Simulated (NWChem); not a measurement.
## Basis-set convergence for H₄AlP

```xyz
6

Al     0.2281     1.1809     0.0000
H      0.4199     1.9446    -1.3944
H      0.4199     1.9446     1.3944
P     -0.1094    -1.1352     0.0000
H     -1.0821    -1.1060    -1.0617
H     -1.0821    -1.1060     1.0617
```
Charge 0, spin multiplicity 1.

Program: NWChem. Structure: optimised with PBE/def2-SVP, a minimum by its harmonic frequencies. It is one conformer; others weren't searched.

Quantity: dipole moment at the level B3LYP.

B3LYP has NWChem's definition, with VWN1-RPA local correlation. The Pople sets run with spherical d functions. The structure started from a generated list of species.

In def2-QZVP the value is 0.62 D. Among STO-3G, 3-21G, 6-31+G*, def2-SVP, def2-SVPD, def2-TZVPD, cc-pVTZ, aug-cc-pVTZ, cc-pVQZ, which is the smallest basis within 0.05 D of it?

def2-SVPD, with 80 functions against 260 (also within reach: def2-TZVPD, cc-pVTZ, aug-cc-pVTZ, cc-pVQZ). def2-QZVP isn't the basis-set limit itself, and a small set can land close by cancellation.

```json
[
 {"basis": "STO-3G", "functions": "22", "dipole moment (D)": "0.86"},
 {"basis": "3-21G", "functions": "34", "dipole moment (D)": "1.32"},
 {"basis": "6-31+G*", "functions": "52", "dipole moment (D)": "0.97"},
 {"basis": "def2-SVP", "functions": "56", "dipole moment (D)": "0.80"},
 {"basis": "def2-SVPD", "functions": "80", "dipole moment (D)": "0.61"},
 {"basis": "def2-TZVPD", "functions": "122", "dipole moment (D)": "0.62"},
 {"basis": "cc-pVTZ", "functions": "124", "dipole moment (D)": "0.64"},
 {"basis": "aug-cc-pVTZ", "functions": "192", "dipole moment (D)": "0.64"},
 {"basis": "cc-pVQZ", "functions": "238", "dipole moment (D)": "0.63"},
 {"basis": "def2-QZVP", "functions": "260", "dipole moment (D)": "0.62"}
]
```
